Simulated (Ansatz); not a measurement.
`[F][Sn]([F])([SiH3])[SiH3]` + H₂O → `[OH][Sn]([F])([F])[SiH3]` + SiH₄ at 600 K and 1 bar (formal hydrolysis of the Sn–Si bond).

Gas-phase electronic energies from Ansatz, PBE0-D4/def2-TZVP geometries. CBS: MP2 limit from def2 TZ/QZ plus the TZ coupled-cluster correction, frozen cores. This one scheme is used for every species. def2 core potentials past Kr. For Sn outer-core shells are correlated without core-valence functions, which leaves a few kJ/mol of doubt a bond. Each species was taken in one conformer, which may not be the lowest.

```tsv
species	CCSD(T)/CBS energy (Eh)	H − E (kJ/mol)	S (J/(mol·K))
`[F][Sn]([F])([SiH3])[SiH3]`	-995.44786	221.3	549.8
H₂O	-76.37941	76.8	212.8
`[OH][Sn]([F])([F])[SiH3]`	-780.36593	180.5	507.1
SiH₄	-291.46306	108.7	242.3
```

H − E and S are ideal-gas, rigid-rotor, harmonic terms from PBE0-D4/def2-TZVP, for one conformer and one mirror image of each species. 1 Eh = 2625.50 kJ/mol, R = 8.31446 J/(mol·K).

Q: By hand: ΔE, ΔH, ΔS and ΔG.

A: ΔE = (-780.36593) + (-291.46306) − (-995.44786) − (-76.37941) = -0.00172 Eh = -4.5 kJ/mol. Δ(H − E) = 180.5 + 108.7 − 221.3 − 76.8 = -8.9, so ΔH = -13.4 kJ/mol. ΔS = 507.1 + 242.3 − 549.8 − 212.8 = -13.2 J/(mol·K). ΔG = -13.4 − 600 × (-13.2)/1000 = -5.5 kJ/mol.

Q: By hand: the equilibrium constant, and the temperature at which ΔG would vanish if ΔH and ΔS stayed fixed.

A: log₁₀ K = −ΔG/(RT ln 10) = 0.5. ΔG = 0 at ΔH/ΔS = 1015 K, though so small a ΔS makes that figure unsure.

TΔS isn't small against ΔH here. The sign of ΔG lies within the doubt. A doubt of 5 kJ/mol in ΔE shifts log₁₀ K by 0.4 here. Other conformers and mirror images would add mixing entropy, several J/(mol·K) or more a flexible species. Modes under 60 cm⁻¹, often nearly free rotors, make the harmonic entropy too high. These are equilibria of isolated gas molecules and say nothing of rates. Largest T1 diagnostic: 0.015 (customary marks: 0.02 for closed shells, 0.045 for open ones).
